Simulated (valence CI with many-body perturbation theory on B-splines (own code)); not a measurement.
# Cr¹⁷⁺: key properties

Computed by valence CI with perturbative core correlation (CI+MBPT): five valence electrons over a frozen Dirac-Fock core [He], a basis of 9 s, 9 p, 8 d, 6 f, 3 g, 1 h functions for each j, with the one-electron correlation potential Σ1 (screened to all orders), the two-electron term Σ2, the three-electron term Σ3, Breit, model QED; selected single and double excitations, second order for the rest (own B-spline code, finite nucleus).

No measured levels were compared; by estimate levels of excited configurations hold to 0.05 to 0.15 % of their energy, terms of the ground configuration to about 0.5 %. Among the levels kept, up to 2000 cm⁻¹ of a level comes from second order outside the variational space, and about a tenth of that is noise between levels of different J, which matters for small intervals.

Rates and lifetimes use the calculated energies. Strong lines usually hold to 10 to 20 %, long lifetimes can be off by a factor of two.

(1) What is the ground level?

(2) Name the longest-lived excited levels whose lifetime is computed, and their main decay.

(3) How well does LS coupling describe the low levels?

(4) Where does the other parity begin?

(5) Among levels below 823.28 eV, which E1 lines absorb most strongly from the ground level?

Answers

(1) 2s2 2p3 4S°_3/2, composition 93 % 2s2 2p3 4S° + 6 % 2s2 2p3 2P°, g = 1.948.

(2) 2s2 2p3 2D°_5/2 at 18.74 eV lives 2.22 ms, mostly by M1 to 2s2 2p3 4S°_3/2; 2s2 2p3 2D°_3/2 at 15.67 eV lives 173 μs, mostly by M1 to 2s2 2p3 4S°_3/2; 2s2 2p3 2P°_1/2 at 28.11 eV lives 63.8 μs, mostly by M1 to 2s2 2p3 4S°_3/2.

(3) Among the lowest 20 levels the leading LS term, summed over configurations, holds 91 % on average. For single configurations the figures are 90 % in LS and 75 % in jj coupling. Terms mix most in the J = 3/2 level at 745.63 eV, where the leading one holds 74 %.

(4) At 2s 2p4 4P_5/2, 82.77 eV.

(5) to 2s2 2p2 3d 4P_5/2 at 1.552 nm, f = 0.528; to 2s2 2p2 3d 4P_3/2 at 1.550 nm, f = 0.504; to 2s2 2p2 3d 4P_1/2 at 1.548 nm, f = 0.271.
